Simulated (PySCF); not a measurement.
Species: C4H12Si2.
Numbering: `[CH3:1][CH2:2][SiH2:3]/[CH:4]=[CH:5]\[SiH3:6]`

Geometry (PBE0-D3(BJ)/def2-SVP, Å), atoms numbered from 1 in this order:
```
atom  x, y, z in Å
C1    -1.734    1.078    0.140
C2    -2.091   -0.402    0.039
Si3   -0.664   -1.511   -0.512
C4     0.744   -1.428    0.736
C5     1.744   -0.530    0.832
Si6    2.111    0.940   -0.274
H7    -1.416    1.485   -0.833
H8    -2.588    1.681    0.485
H9    -0.909    1.245    0.851
H10   -2.447   -0.781    1.013
H11   -2.926   -0.558   -0.667
H12   -0.200   -1.111   -1.877
H13   -1.131   -2.931   -0.571
H14    0.711   -2.208    1.513
H15    2.449   -0.650    1.669
H16    3.535    0.879   -0.727
H17    1.216    0.986   -1.465
H18    1.938    2.206    0.507
```

A calculation gives these core lines: C 1s: 289.94 (area 1), 289.99 (area 1), 290.06 (area 1), 290.58 (area 1) eV; Si 1s: 1845.98 (area 1), 1846.32 (area 1) eV; Si 2p3/2: 106.20 (area 1), 106.57 (area 1) eV.

Method: delta-SCF UKS SCAN, pcX-2 on the ionised atom, pcseg-1 elsewhere, spin-free X2C in PySCF. Geometry: PBE0-D3(BJ)/def2-SVP, one conformer, isolated molecule.

**Question.** Order the silicon atoms by Si 1s binding energy.

**Answer.** 1845.98 eV: Si3 (SiH2 silicon); 1846.32 eV: Si6 (SiH3 silicon). The listed Si 1s values span 0.34 eV, from Si3 (bonded to 2 C and 2 H) to Si6 (bonded to C and 3 H). Summing the Pauling electronegativity differences to the bonded atoms, each weighted by its formal bond order, gives +1.90 for the lowest site and +1.55 for the highest; the largest sum, +1.90, belongs to Si3, 0.34 eV below the top. The smallest sum, +1.55, belongs to Si6, 0.34 eV above the lowest.

**Question.** Which silicon gives which Si 2p3/2 line?

**Answer.** 106.20 eV: Si3 (SiH2 silicon); 106.57 eV: Si6 (SiH3 silicon). The listed Si 2p3/2 values span 0.37 eV, from Si3 (bonded to 2 C and 2 H) to Si6 (bonded to C and 3 H). Summing the Pauling electronegativity differences to the bonded atoms, each weighted by its formal bond order, gives +1.90 for the lowest site and +1.55 for the highest; the largest sum, +1.90, belongs to Si3, 0.37 eV below the top. The smallest sum, +1.55, belongs to Si6, 0.37 eV above the lowest.

Bonded neighbours of each site: C1: C and 3 H; C2: C, 2 H and Si; Si3: 2 C and 2 H; C4: C (double bond), H and Si; C5: C (double bond), H and Si; Si6: C and 3 H.

**Question.** Which photon wavelength matches the Si 2p3/2 of Si3 threshold?

**Answer.** λ = hc/E = 12398.42 eV Å / 106.20 eV = 116.746 Å.

The 2p values aren't plain energy differences: one relaxed spin-free 2p hole is combined with a matrix within the shell (ground-state 2p orbital-energy differences and spin–orbit coupling). 2p3/2, the mean of its two sublevels, lies a third of the splitting below the shell's mean and 2p1/2 two thirds above it; the statistical areas are 2:1. 2p1/2 minus 2p3/2 (ligand field included): Si 0.62 eV.
